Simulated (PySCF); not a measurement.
# Magnetisability: `C/C=C\C[As](C)[SiH3]`, C5H13AsSi

Geometry:
| atom | x (Å) | y (Å) | z (Å) |
| --- | --- | --- | --- |
| C1 | -2.668 | -0.271 | 0.910 |
| C2 | -2.049 | -1.230 | -0.054 |
| C3 | -1.038 | -0.950 | -0.866 |
| C4 | -0.355 | 0.370 | -0.970 |
| As5 | 0.674 | 0.819 | 0.689 |
| C6 | 1.918 | 2.101 | -0.164 |
| Si7 | 2.091 | -1.024 | 0.612 |
| H8 | -2.221 | -0.401 | 1.899 |
| H9 | -2.509 | 0.762 | 0.602 |
| H10 | -3.738 | -0.452 | 1.001 |
| H11 | -2.462 | -2.231 | -0.049 |
| H12 | -0.651 | -1.734 | -1.505 |
| H13 | -1.087 | 1.171 | -1.129 |
| H14 | 0.331 | 0.374 | -1.821 |
| H15 | 2.719 | 2.361 | 0.527 |
| H16 | 2.362 | 1.691 | -1.071 |
| H17 | 1.389 | 3.019 | -0.424 |
| H18 | 3.314 | -0.780 | 1.389 |
| H19 | 2.532 | -1.370 | -0.750 |
| H20 | 1.441 | -2.214 | 1.171 |

Computed with GIAO HF/pcSseg-1 magnetisability, rotational g tensor and spin-rotation constants, non-relativistic, gas phase (PySCF 2.14.0). Geometry: GFN2-xTB.

The calculation is non-relativistic, which matters for the atoms heavier than Zn.

What are the magnetisability and the molar susceptibility?

Isotropic -1751 × 10⁻³⁰ J/T², or -105.5 × 10⁻⁶ cm³/mol; principal values -1845, -1741, -1668 × 10⁻³⁰ J/T², anisotropy 154 × 10⁻³⁰ J/T² (root of half the summed squared differences of the principal values). The susceptibility is in cgs units.

Split it along the inertial axes a, b, c into diamagnetic and paramagnetic parts about the centre of mass, with the quadrupole moment.


```csv
axis,χ (10⁻⁶ cm³/mol),diamagnetic (10⁻⁶ cm³/mol),paramagnetic (10⁻⁶ cm³/mol),summed x² of all electrons (Å²),quadrupole Θ (D Å)
a,-108.0,-734.3,626.3,261.5,+2.31
b,-102.5,-1367.7,1265.2,112.2,-0.73
c,-105.9,-1585.8,1479.9,60.8,-1.57
```
Anisotropies 2χaa − χbb − χcc = -7.7 and 2χbb − χaa − χcc = +9.0 × 10⁻⁶ cm³/mol. Θ is traceless in Buckingham's convention.

And the rotational g tensor?


```tsv
axis	rotational constant (GHz)	g	nuclear part	electronic part
a	2.1008	-0.0133	0.6048	-0.6181
b	1.0063	-0.0082	0.5900	-0.5982
c	0.8501	-0.0053	0.5857	-0.5910
```
Asymmetric top; isotopes 75As, 12C, 1H, 28Si; no vibrational averaging.
